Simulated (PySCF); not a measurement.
HLiO, charge +1, doublet, geometry from GFN2-xTB (such geometries of metal compounds can be far from the true shape) (a state made from the parent by changing its charge; the spin is typed, not shown lowest); PBE0/pcseg-1 run with PySCF.

The PySCF input:
```python
from pyscf import gto, scf, dft

mol = gto.M(
    atom='''
Li   -0.000000   -0.000000   -1.424943
O     0.000000    0.000000    0.366629
H     0.000000    0.000000    1.341793
''',
    basis='pcseg-1',
    charge=1,
    spin=1,
    verbose=4,
)

mf = dft.UKS(mol)
mf.xc = 'pbe0'
mf.kernel()
```

It wrote (shortened):

```
PySCF version 2.14.0

[INPUT] verbose = 4
[INPUT] num. atoms = 3
[INPUT] num. electrons = 11
[INPUT] charge = 1
[INPUT] spin (= nelec alpha-beta = 2S) = 1
[INPUT] symmetry False subgroup None
[INPUT] Mole.unit = angstrom
[INPUT] Symbol           X                Y                Z      unit          X                Y                Z       unit  Magmom
[INPUT]  1 Li     0.000000000000   0.000000000000  -1.424943000000 AA    0.000000000000   0.000000000000  -2.692752013116 Bohr   0.0
[INPUT]  2 O      0.000000000000   0.000000000000   0.366629000000 AA    0.000000000000   0.000000000000   0.692828399323 Bohr   0.0
[INPUT]  3 H      0.000000000000   0.000000000000   1.341793000000 AA    0.000000000000   0.000000000000   2.535621285859 Bohr   0.0

nuclear repulsion = 12.0039167694723
number of shells = 7
number of NR pGTOs = 49
number of NR cGTOs = 28
basis = pcseg-1
ecp = {}

******** <class 'pyscf.dft.uks.UKS'> ********
method = UKS
initial guess = minao
damping factor = 0
level_shift factor = 0
DIIS = <class 'pyscf.scf.diis.CDIIS'>
diis_start_cycle = 1
diis_space = 8
diis_damp = 0
SCF conv_tol = 1e-09
SCF conv_tol_grad = None
SCF max_cycles = 50
direct_scf = True
direct_scf_tol = 1e-13
number electrons alpha = 6  beta = 5
XC library pyscf.dft.libxc version 7.1.2
    S. Lehtola, C. Steigemann, M. J. T. Oliveira, and M. A. L. Marques,  SoftwareX 7, 1–5 (2018)
XC functionals = pbe0
    C. Adamo and V. Barone,  J. Chem. Phys. 110, 6158 (1999)
    M. Ernzerhof and G. E. Scuseria,  J. Chem. Phys. 110, 5029 (1999)
radial grids:
    Treutler-Ahlrichs [JCP 102, 346 (1995); DOI:10.1063/1.469408] (M4) radial grids

becke partition: Becke, JCP 88, 2547 (1988); DOI:10.1063/1.454033
pruning grids: <function nwchem_prune>
grids dens level: 3
symmetrized grids: False
atomic radii adjust function: <function treutler_atomic_radii_adjust>
small_rho_cutoff = 0
Set gradient conv threshold to 3.16228e-05
tot grids = 37616
init E= -83.0437973875716

cycle= 1 E= -82.9245886979548  delta_E= 0.119  |g|= 0.149  |ddm|= 0.971
cycle= 2 E= -82.9301843987328  delta_E= -0.0056  |g|= 0.106  |ddm|= 0.158
cycle= 3 E= -82.9342565460414  delta_E= -0.00407  |g|= 0.0279  |ddm|= 0.08
cycle= 4 E= -82.934566902456  delta_E= -0.00031  |g|= 0.00382  |ddm|= 0.0179
cycle= 5 E= -82.9345765365572  delta_E= -9.63e-06  |g|= 0.000743  |ddm|= 0.00362
cycle= 6 E= -82.9345772455866  delta_E= -7.09e-07  |g|= 0.000107  |ddm|= 0.0013
cycle= 7 E= -82.9345772624927  delta_E= -1.69e-08  |g|= 1.42e-05  |ddm|= 0.000217
cycle= 8 E= -82.9345772628093  delta_E= -3.17e-10  |g|= 3.08e-06  |ddm|= 3.1e-05
Extra cycle  E= -82.9345772628462  delta_E= -3.69e-11  |g|= 2.23e-06  |ddm|= 9.18e-06
converged SCF energy = -82.9345772628462  <S^2> = 0.75224043  2S+1 = 2.0022392
```
